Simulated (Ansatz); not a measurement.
Gas-phase electronic energies from Ansatz, PBE0-D4/def2-TZVP geometries. CCSD(T)/CBS is the MP2 limit (def2-TZVPP, def2-QZVPP) plus CCSD(T) − MP2 in def2-TZVPP, frozen cores. Functionals use def2-TZVPP. B3LYP here is the variant with VWN-RPA as its local correlation; programs differ in this. For Ge outer-core shells are correlated without core-valence functions, which leaves a few kJ/mol of doubt a bond. Scalar relativity is left out up to krypton. Each species was taken in one conformer, which may not be the lowest.

Reaction (formal exchange of groups at a Ge–Si bond): `[AlH2][NH][SiH2][GeH3]` + `NC(O)O` → `N[CH](O)[GeH3]` + `O[SiH2][NH][AlH2]`

```tsv
level	ΔE (kcal/mol)
PBE	-12.0
PBE0	-12.3
B3LYP	-15.5
HF/def2-TZVPP	-16.2
SCS-MP2/def2-TZVPP	-18.3
HF/def2-QZVPP	-16.7
MP2/def2-QZVPP	-19.1
HF/CBS(def2)	-16.8
```

Problem. What does CCSD(T)/CBS give? (An estimate is asked.)

Solution. Computed: -17.0 kcal/mol. The listed levels differ from it by 5.0, 4.7, 1.5, 0.8, -1.3, 0.3, -2.1, 0.2 kcal/mol.

Largest T1 diagnostic among the species: 0.012.
